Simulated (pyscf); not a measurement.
## O=V(OH)(Cl)–Cl (SMILES [O]=[V]([OH])([Cl])[Cl]), singlet

Gas-phase minimum from PySCF at ωB97X-D3(BJ)/def2-SVP, one conformer. 

```xyz
6

O      1.0312     0.9200    -0.7483
V      0.7333    -0.3868    -0.0208
O      1.0696    -0.1497     1.6482
Cl    -1.3386    -0.8544    -0.3088
Cl     2.0064    -1.9080    -0.8330
H      1.3920     0.6839     2.0198
```
Charge 0, spin multiplicity 1.

Bonded distances (Å): O1–V2 1.525, V2–O3 1.719, V2–Cl4 2.143, V2–Cl5 2.143, O3–H6 0.968. Bond angles (°): O1–V2–O3 107.9, O1–V2–Cl4 108.2, O1–V2–Cl5 108.1, O3–V2–Cl4 110.5, O3–V2–Cl5 110.5, Cl4–V2–Cl5 111.6, V2–O3–H6 123.8.

Properties at ωB97X-D3(BJ)/def2-SVP:

```
Property                                                                                                                                                                           Value
---------------------------------------------------------------------------------------------------------------------  -----------------------------------------------------------------
Harmonic wavenumbers, unscaled                                                                                         132, 191, 203, 256, 304, 440, 447, 550, 676, 854, 1224, 3876 cm⁻¹
Zero-point energy                                                                                                                                                          13.1 kcal/mol
Rotational symmetry number                                                                                                                                                             1
Entropy of this conformer at 298 K and 1 atm, rigid rotor and harmonic oscillator, modes under 100 cm⁻¹ raised to 100                                                    343.9 J/(mol K)
Dipole moment                                                                                                                                                                     2.70 D
```

Single-point totals, which compare only within one level:

```json
[
 {"level": "ωB97X-D3(BJ)/def2-TZVP", "total energy (hartree)": "-2015.72765"},
 {"level": "PBE/def2-TZVP", "total energy (hartree)": "-2015.03769"},
 {"level": "r²SCAN/def2-TZVP", "total energy (hartree)": "-2015.61901"},
 {"level": "B3LYP-D3(BJ)/def2-TZVP", "total energy (hartree)": "-2015.80329"},
 {"level": "PBE0-D3(BJ)/def2-TZVP", "total energy (hartree)": "-2015.07010"},
 {"level": "M06-2X/def2-TZVP", "total energy (hartree)": "-2015.55731"},
 {"level": "ωB97M-D3(BJ)/def2-TZVP", "total energy (hartree)": "-2015.88143"}
]
```

Soft torsions are taken as harmonic, which can shift the entropy by several J/(mol K).
